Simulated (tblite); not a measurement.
C6H10N (doublet state).
Numbering: `[CH3:1][C:2](=[N:3])[CH:4]=[C:5]([CH3:6])[CH3:7]` (hydrogens: H8, H9, H10 on C1; H11 on C4; H12, H13, H14 on C6; H15, H16, H17 on C7)

Computed geometry: GFN2-xTB, gas phase. This method treats the open shell by occupation alone, without spin polarisation.

Question: List the bond lengths, angles and torsions at this level.

Answer: 
```csv
bond,length (Å)
C1–C2,1.520
C2=N3,1.237
C2–C4,1.474
C4=C5,1.335
C5–C6,1.498
C5–C7,1.489
"C1–H8, C1–H9, C1–H10",1.088
C4–H11,1.081
"C6–H12, C6–H13, C6–H14",1.088
C7–H15,1.103
"C7–H16, C7–H17",1.089
```

Bonds in one row agree within 0.01 Å and their mean is given. A selection of angles:
```csv
angle,degrees
C2–C1–H8,109.1
H8–C1–H9,109.2
C1–C2–N3,121.4
C1–C2–C4,113.0
N3–C2–C4,125.6
C2–C4–C5,123.9
C2–C4–H11,115.4
C5–C4–H11,120.7
C4–C5–C6,121.5
C4–C5–C7,122.2
C6–C5–C7,116.2
C5–C6–H12,110.0
C5–C6–H13,111.6
H12–C6–H13,108.9
H12–C6–H14,107.6
C5–C7–H15,108.0
C5–C7–H16,110.9
H15–C7–H16,109.3
H16–C7–H17,108.4
```

Dihedral angles: C1–C2–C4–C5 180° (antiperiplanar); C2–C4–C5–C6 180° (antiperiplanar).

The C–C distances run from 1.335 Å (C4=C5, drawn double) to 1.520 Å (C1–C2, drawn single), a spread of 0.185 Å. C5 (carbon bonded to 3 C) is planar (angles 122.2°, 121.5° and 116.2°, sum 360.0°, 0.00 Å off the plane of its three neighbours). Of the pairs four or more bonds apart, N3···H15 is among the closest relative to their van der Waals radii: 1.83 Å, 67 % of the sum of Bondi's values. The 7 heavy atoms lie in one plane (0.002 Å rms). C2 (carbon bonded to 2 C and N) is planar (angles 125.6°, 121.4° and 113.0°, sum 360.0°, 0.00 Å off the plane of its three neighbours). C4 (carbon bonded to 2 C and H) is planar (angles 123.9°, 120.7° and 115.4°, sum 360.0°, 0.00 Å off the plane of its three neighbours).

Point group: Cs (every atom within 0.08 Å of its image). Its GFN2-xTB frequencies are all real (lowest 87 cm⁻¹).

One conformer stands for the species.
